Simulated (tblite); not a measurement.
A tight-binding relaxation on `C[O][GeH2][C@](C)(C=O)CF`.

Computed with GFN2-xTB geometry optimisation, gas phase (tblite 0.8.0). Start geometry: from a force field or distance geometry. The input is one job of a driver script: a line of settings, then coordinates in Å.

Command:
```bash
OMP_NUM_THREADS=1 python probes_run.py task.json out
```

Input:
```
{"job": {"kind": "relax", "xc": "GFN2-xTB", "basis": "xTB"}, "charge": 0, "multiplicity": 1}
C      3.205600    -0.723300    -0.305900
O      1.885000    -0.712800    -0.856500
Ge     0.843800    -0.209600     0.473900
C     -1.033200    -0.057300     0.035900
C     -1.456300     1.358100     0.346000
C     -1.764500    -0.939300     1.028100
O     -2.509300    -1.788300     0.585400
C     -1.382300    -0.361700    -1.366900
F     -1.049800    -1.646800    -1.774700
H      3.593400     0.302200    -0.320200
H      3.886600    -1.353800    -0.878100
H      3.195200    -1.093700     0.750900
H      1.003000    -1.212500     1.644700
H      1.337700     1.189100     0.960600
H     -0.791000     1.892100     1.030400
H     -2.507700     1.292400     0.702800
H     -1.413800     1.893500    -0.651700
H     -1.600300    -0.794900     2.105500
H     -2.493800    -0.256900    -1.467300
H     -0.953400     0.414800    -2.045900
```

Output:
```
step      E/eV     max force
  0    -844.98639    2.424
  1    -845.17446    2.412
  2    -845.25718    1.461
  3    -845.33099    0.668
  4    -845.41532    0.526
  5    -845.45190    0.529
  6    -845.50380    0.496
  7    -845.53489    0.438
  8    -845.56412    0.403
  9    -845.58140    0.301
... (198 lines left out)
208    -846.19265    0.022
209    -846.19269    0.017
210    -846.19275    0.014
211    -846.19279    0.017
212    -846.19284    0.016
213    -846.19288    0.017
214    -846.19292    0.015
215    -846.19296    0.013
216    -846.19298    0.013
217    -846.19300    0.008
```

«max force» is the largest atomic force in eV/Å.

Q: From which step on does the largest force stay under 0.1 eV/Å, and how much energy is left to gain from there?

A: From step 177 (0.050 eV/Å), 11.2 meV above the end.

In short: energy lowered by 27.8 kcal/mol over 217 steps; largest atomic force 0.008 eV/Å at the end.

Q: Where do the atoms end?

A: 1.320 Å rms from the input after alignment:
```
atom  x, y, z in Å
C1     2.7830   -0.0122   -0.6531
O2     2.0926    0.1664    0.5682
Ge3    0.6857   -0.6745    1.1661
C4    -1.0344   -0.1091    0.1637
C5    -0.9390    1.3602   -0.2202
C6    -2.0986   -0.3741    1.1546
O7    -2.7123   -1.4048    1.2682
C8    -1.1350   -1.0404   -1.0275
F9     0.1439   -1.3764   -1.4527
H10    3.7272    0.5262   -0.5626
H11    2.2170    0.3949   -1.4925
H12    2.9839   -1.0659   -0.8510
H13    0.8511   -2.1753    1.0880
H14    0.7017   -0.1218    2.5636
H15   -0.7932    1.9740    0.6689
H16   -1.8473    1.6883   -0.7263
H17   -0.0925    1.5218   -0.8858
H18   -2.2714    0.4714    1.8507
H19   -1.6263   -1.9744   -0.7407
H20   -1.6411   -0.5831   -1.8824
```

Q: Estimate the wall time. Hardware: one thread of an Arm Neoverse V1, no GPU, shared host.

A: About 1.9 s.
Labels such as C1 count atoms from 1, the log's own numbers from 0.
